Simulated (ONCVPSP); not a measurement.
## Configuration tests for Nb (ONCV)

ONCVPSP 4.0.1 input, shortened (lines: element, Z, core and valence counts, functional; n l f; lmax; l rc ep ncon nbas qcut; lloc lpopt rc5 dvloc0; l nproj debl; icmod fcfact rcfact), LDA (Perdew-Wang 92), scalar-relativistic:

```
  Nb 41.00    6    4  -001012      upf
    1    0    2.00
    2    0    2.00
    2    1    6.00
    3    0    2.00
    3    1    6.00
    3    2   10.00
    4    0    2.00
    4    1    6.00
    4    2    4.00
    5    1    1.00
    2
    0    1.55    0.00    5    8    6.80
    1    1.80    0.00    4    8    9.60
    2    1.85    0.00    4    8    5.40
    4    5    1.30    6.00
    0    2    1.30
    1    2    0.70
    2    1    3.80
    3    4.75    1.45
```

In the s channel the program set the typed energies aside and used -2.194, 0.250 Ha.

Energies are relative to the spin-unpolarised reference configuration 4s2 4p6 4d4 5p1; without spin polarisation the order of configurations can differ from experiment.

| valence configuration | charge | ΔE all-electron (eV) | error AE − PS (meV) |
| --- | --- | --- | --- |
| 4s2 4p6 4d4 5s1 5p0 | 0 | -3.045 | +0.4 |
| 4s2 4p6 4d4 5p0 | +1 | 3.863 | -0.8 |
| 4s1 4p6 4d4 5s1 5p0 | +1 | 61.079 | -59 |

Problem. What are ΔE and the potential's error for 4s2 4p6 4d3 5p0?

Solution. ΔE = 18.137 eV all-electron; the error (AE − PS) is -0.3 meV.

Levels in the configuration 4s2 4p6 4d4 5p0:

```json
{"level": "4s", "all-electron (eV)": "-64.962", "pseudo (eV)": "-64.969"}
{"level": "4p", "all-electron (eV)": "-41.138", "pseudo (eV)": "-41.142"}
{"level": "4d", "all-electron (eV)": "-9.547", "pseudo (eV)": "-9.547"}
```
